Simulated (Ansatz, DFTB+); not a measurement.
System: CH$_{2}$O, charge 0, multiplicity 1. SMILES: [O+](/[H])=[C-]\[H]
Geometry from a B3LYP-D3(BJ)/def2-TZVP (Ansatz, an electronic-structure program) optimisation:
```
O
H 1 0.9706
C 1 1.3085 2 109.01
H 3 1.1140 1 102.40 2 180.00
```
Charge 0, spin multiplicity 1.

Quantity: size of the dipole moment, in D. Conventions: no dispersion term unless named; 6-31G* and kin with 6d, 5d where marked; non-relativistic; spin-orbit terms left out; SCC-DFTB with the Slater-Koster set that CP2K ships; 6-311+G** with 5d. First-principles and DFTB rows: single points at B3LYP-D3(BJ) geometries (Ansatz).

```
level            program  size of the dipole moment (D)
---------------  -------  -----------------------------
SCC-DFTB           DFTB+                           1.64
PBE/STO-3G        Ansatz                           1.92
PBE/3-21G         Ansatz                           1.89
B3LYP/STO-3G      Ansatz                           1.78
B3LYP/6-31G       Ansatz                           1.58
B3LYP/6-31G*      Ansatz                           1.69
B3LYP/6-311+G**   Ansatz                           1.67
```

No value to compare with is used here. The 7 habitual levels span 1.58 (B3LYP/6-31G) to 1.92 D (PBE/STO-3G).

The levels are drawn from those run, B3LYP/6-31G* more often than the rest, none by its result; left out are runs that failed, that the program found above a lower state of the same kind, or whose <S^2> lies over 0.5 above the pure value.
